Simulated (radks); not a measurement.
The numbers below are computed, except where a source is named.
Problem. Si-, configuration [Ne] 3s2 3p3. Code: a radial shooting solver on a logarithmic mesh with Libxc functionals. Model: scalar-relativistic Kohn-Sham, LDA (Slater exchange, VWN5 correlation), spin-polarised, spherical densities, finite nucleus; open shells are filled with parallel spins first; Fermi nuclear charge, rms radius 3.1224 fm; hard spherical wall at 4 bohr. Some entries of the table are withheld. Estimate them.

| orbital | occ. | eigenvalue (hartree) | <1/r> (bohr^-1) | r(max) (bohr) |
|---|---|---|---|---|
| 1s up | 1 | -64.57704 | 13.59 | 0.07285 |
| 1s down | 1 | -64.56354 | 13.59 | 0.07284 |
| 2s up | 1 | -4.36546 | 2.562 | 0.4564 |
| 2s down | 1 | -4.34980 | 2.562 | 0.4567 |
| 2p up | 3 | -2.77924 | 2.447 | 0.3879 |
| 2p down | 3 | -2.75949 | 2.449 | 0.3883 |
| 3s up | 1 | 0.14993 | 0.6579 | 1.838 |
| 3s down | 1 | 0.24517 | 0.6577 | 1.835 |
| 3p up | 3 | 0.43562 | 0.5989 | 2.081 |
| 3p down | 0 | 0.52933 | 0.5959 | 2.097 |
| 3d up | 0 | 0.84311 | 0.4872 | (1) |
| 3d down | 0 | 0.93348 | 0.4855 | (2) |
| 4s up | 0 | 1.38695 | 0.6739 | 3.029 |
| 4s down | 0 | 1.45596 | 0.6771 | 3.037 |
| 4p up | 0 | 1.65083 | 0.6973 | 3.086 |
| 4p down | 0 | 1.72077 | 0.7022 | 3.094 |

Solution. 
(1) 3d up r(max) (bohr): 2.364
(2) 3d down r(max) (bohr): 2.395
